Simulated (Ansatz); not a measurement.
C$_{3}$H$_{7}$ClGeO (`CC(C)[O][Ge][Cl]`). The species carries charge 0 and has multiplicity 1. Geometry: relaxed with PBE0-D4/def2-TZVP. It is one conformer, not always the lowest.

```xyz
13

C    -1.393    0.181    0.563
C     0.096    0.177    0.288
C     0.504    1.238   -0.712
O     0.458   -1.099   -0.231
Ge    1.612   -2.125    0.645
Cl    1.586   -3.788   -0.774
H    -1.943   -0.023   -0.358
H    -1.655   -0.587    1.294
H    -1.712    1.151    0.952
H     0.630    0.361    1.236
H     1.582    1.217   -0.882
H     0.230    2.233   -0.353
H     0.004    1.062   -1.667
```

**Question.** What is the dipole moment at PBE/def2-TZVPP? (Estimate.)

**Answer.** Ansatz gave: 3.04 D, with components (-0.27, 2.52, 1.68) D in this frame, pointing from negative to positive charge.

**Question.** And with r2SCAN, B3LYP, ωB97M-V? (Estimate.)

**Answer.** Computed: r2SCAN 3.12 D, B3LYP 3.17 D, ωB97M-V 3.18 D.

**Question.** Give the Mulliken charges with PBE, r2SCAN, ωB97M-V in def2-TZVPP. (Best estimate.)

**Answer.** The calculation gave: 
```
atom    PBE  r2SCAN  ωB97M-V
  C1  -0.23   -0.13    -0.27
  C2   0.15    0.23     0.05
  C3  -0.23   -0.13    -0.27
  O4  -0.30   -0.38    -0.37
 Ge5   0.43    0.48     0.50
 Cl6  -0.31   -0.33    -0.31
  H7   0.09    0.05     0.11
  H8   0.08    0.04     0.10
  H9   0.07    0.04     0.09
 H10   0.02   -0.01     0.06
 H11   0.08    0.04     0.10
 H12   0.07    0.04     0.09
 H13   0.09    0.05     0.11
```

B3LYP here is the variant with VWN-RPA as its local correlation; programs differ in this.
